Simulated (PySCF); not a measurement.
C5H5F. Atoms are numbered in the order given.

```xyz
11

F      0.0013    -2.0646     0.0000
C      0.0442    -0.7408     0.0000
C      1.1472     0.0316     0.0000
C      0.6859     1.4534     0.0000
C     -0.8093     1.3595     0.0000
C     -1.1745     0.0617     0.0000
H      2.1820    -0.3059     0.0000
H      1.0521     2.0123    -0.8815
H      1.0521     2.0123     0.8815
H     -1.4752     2.2229     0.0000
H     -2.1833    -0.3523     0.0000
```
Charge 0, spin multiplicity 1.

Coordinates come from a PBE0-D3(BJ)/def2-SVP optimisation. One conformer was computed; it need not be the lowest.

These are HF/pcSseg-1 (PySCF) values and carry that method's errors.

GIAO shieldings, no solvent; atoms alike by connectivity are averaged. δ = σ(ref) − σ: ¹⁹F against CFCl3 (σ = 238.5 ppm); ¹³C against TMS (σ = 192.6 ppm); ¹H against TMS (σ = 31.99 ppm), references at their B3LYP-D3(BJ)/def2-TZVP geometries, non-relativistic.

```json
[
 {"nucleus": "¹⁹F", "atoms": "F1", "count": "1", "δ (ppm)": "-109.2"},
 {"nucleus": "¹³C", "atoms": "C2", "count": "1", "δ (ppm)": "172.2"},
 {"nucleus": "¹³C", "atoms": "C5", "count": "1", "δ (ppm)": "148.8"},
 {"nucleus": "¹³C", "atoms": "C6", "count": "1", "δ (ppm)": "136.6"},
 {"nucleus": "¹³C", "atoms": "C3", "count": "1", "δ (ppm)": "111.1"},
 {"nucleus": "¹³C", "atoms": "C4", "count": "1", "δ (ppm)": "34.7"},
 {"nucleus": "¹H", "atoms": "H10", "count": "1", "δ (ppm)": "7.12"},
 {"nucleus": "¹H", "atoms": "H11", "count": "1", "δ (ppm)": "6.87"},
 {"nucleus": "¹H", "atoms": "H7", "count": "1", "δ (ppm)": "6.19"},
 {"nucleus": "¹H", "atoms": "H8, H9", "count": "2", "δ (ppm)": "3.11"}
]
```
